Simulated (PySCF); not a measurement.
Computed with PySCF with ωB97X-D3(BJ)/def2-TZVP // PBE0-D3(BJ)/def2-TZVP. All species are isolated molecules in the gas phase. One relaxed conformer stands for a flexible species; it need not be the lowest. Excitations are Tamm–Dancoff values on a coarser integration grid. The basis has no diffuse functions, so Rydberg states are missing or too high.

Reference species (SMILES): `C=[SiH2]` (neutral, multiplicity 1).

```yaml
T1 excitation (TDA): 2.84 eV
HOMO–LUMO gap: 9.66 eV
```

Changed species: `O([SiH]=C)C` (C–Si–O–C torsion 0°) (X = methoxy; the reference has X = H).

Problem. What does the change do to the T1 excitation (TDA) and HOMO–LUMO gap?

Solution. the T1 excitation (TDA) rises by 0.71 eV, to 3.55 eV; the HOMO–LUMO gap rises by 0.52 eV, to 10.18 eV.
